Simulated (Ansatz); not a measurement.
Reaction (isomerisation): `C[SiH2]C(C)S` → `CC(C)S[SiH3]`

Isolated molecules relaxed with PBE0-D4/def2-TZVP in Ansatz; ΔE leaves out vibrations. CBS: MP2 limit from def2 TZ/QZ plus the TZ coupled-cluster correction, frozen cores. Each species was taken in one conformer, which may not be the lowest.

`C[SiH2]C(C)S`:

```xyz
15

C    -0.135   -0.857   -1.787
Si   -1.077   -0.451   -0.228
C    -0.051    0.608    0.952
C     1.283   -0.032    1.315
S     0.304    2.224    0.182
H     0.213    0.057   -2.272
H     0.733   -1.485   -1.571
H    -0.774   -1.399   -2.488
H    -2.324    0.300   -0.549
H    -1.466   -1.706    0.481
H    -0.621    0.788    1.868
H     1.121   -0.996    1.803
H     1.854    0.600    2.001
H     1.899   -0.201    0.428
H    -0.959    2.551   -0.136
```

`CC(C)S[SiH3]`:

Cartesian coordinates in Å:
```
C -0.549 0.715 1.146
C 0.535 0.100 0.283
C 1.860 0.825 0.433
S 0.097 0.133 -1.504
Si -1.418 -1.352 -1.583
H -0.717 1.757 0.865
H -0.252 0.685 2.199
H -1.498 0.184 1.049
H 0.672 -0.952 0.551
H 2.175 0.813 1.480
H 2.641 0.357 -0.169
H 1.767 1.868 0.121
H -1.695 -1.575 -3.023
H -2.678 -0.948 -0.901
H -0.940 -2.610 -0.946
```

```tsv
species	CCSD(T)/CBS(def2) energy (Eh)
`C[SiH2]C(C)S`	-807.04530
`CC(C)S[SiH3]`	-807.05602
```

(1) Work out ΔE.

Largest T1 diagnostic among the species: 0.010.

Answers

(1) ΔE = (-807.05602) − (-807.04530) = -0.01072 Eh = -28.1 kJ/mol.

In def2-TZVPP, CCSD(T) changes the Hartree–Fock value by +7.3 kJ/mol (the triples alone add −0.3 kJ/mol) and MP2 by +5.6 kJ/mol.
